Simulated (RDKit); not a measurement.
RDKit input (UFF):

```python
from rdkit import Chem
from rdkit.Chem import AllChem, rdDetermineBonds

mol = Chem.MolFromXYZFile('mol.xyz')
rdDetermineBonds.DetermineBonds(mol, charge=-1)
print('SMILES', Chem.MolToSmiles(Chem.RemoveHs(mol)))
ff = AllChem.UFFGetMoleculeForceField(mol)
e0 = ff.CalcEnergy()
flag = ff.Minimize(maxIts=5000, forceTol=1e-5)
print(f'energy {e0:.4f} -> {ff.CalcEnergy():.4f} kcal/mol, converged: {flag == 0}')
print(Chem.MolToXYZBlock(mol))
```
mol.xyz:
```
11

C     -2.37130481     0.24005937    -0.13574572
C     -0.94002001     0.37207793     0.39622560
C      0.11087895    -0.31149729    -0.48165021
S      1.81930045    -0.15814887     0.14644682
H     -2.66405344    -0.81183204    -0.21758690
H     -3.10164373     0.73813505     0.51175033
H     -2.46062372     0.67894364    -1.13488435
H     -0.66952809     1.42803663     0.49390176
H     -0.87125586    -0.05026678     1.40352482
H      0.03182523     0.11439454    -1.49336930
H     -0.17085234    -1.37086923    -0.57946342
```

Output:

```
[21:33:22] UFFTYPER: Unrecognized charge state for atom: 3
SMILES CCC[S-]
energy 4.0346 -> 1.1573 kcal/mol, converged: True
11

C     -2.351387    0.236448   -0.137195
C     -0.932040    0.376318    0.404888
C      0.077540   -0.321926   -0.505997
S      1.723403   -0.142998    0.149806
H     -2.635973   -0.835465   -0.201708
H     -3.061531    0.751989    0.543163
H     -2.426768    0.697637   -1.145050
H     -0.680158    1.456497    0.482411
H     -0.888542   -0.070595    1.422050
H      0.048490    0.125633   -1.522364
H     -0.160312   -1.404505   -0.580854
```

The dipole moment of an ion depends on the origin.

The geometry given is a B3LYP-D3(BJ)/def2-TZVP minimum.
